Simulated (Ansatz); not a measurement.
**Which isomer of H8NSSi2+ gives these data?**

These gas-phase data were calculated for one isomer of H8NSSi2+ at B3LYP-D3(BJ)/def2-SVP (harmonic, unscaled wavenumbers; equilibrium rotational constants with average atomic masses):

| Quantity | Value |
| --- | --- |
| rotational constants | 5.183, 1.756, 1.566 GHz |
| all wavenumbers above 1500 cm⁻¹ | 3491, 3485, 3391, 2322, 2307, 2287, 2280, 2228, 1612, 1603 |

Candidates:

(1) `[SiH3][NH2+][SiH2]S`, a singlet
(2) `[NH3+][SiH2]S[SiH3]`, a singlet

Q: Which candidate do the data belong to?

A: Candidate (2). No mode falls between 2500 and 2800 cm⁻¹, where the S–H stretch of (1) would stand.

The same quantities for all candidates:

```
     rotational constants (GHz)                                 wavenumbers above 1500 cm⁻¹  E above the lowest, B3LYP-D3(BJ)/def2-SVP (kcal/mol)
(1)         4.739, 1.875, 1.445        3465, 3405, 2658, 2335, 2327, 2319, 2294, 2291, 1567                                                   5.3
(2)         5.183, 1.756, 1.566  3491, 3485, 3391, 2322, 2307, 2287, 2280, 2228, 1612, 1603                                                   0.0
```

Each candidate is one conformer. Programs: Ansatz 0.2.0.
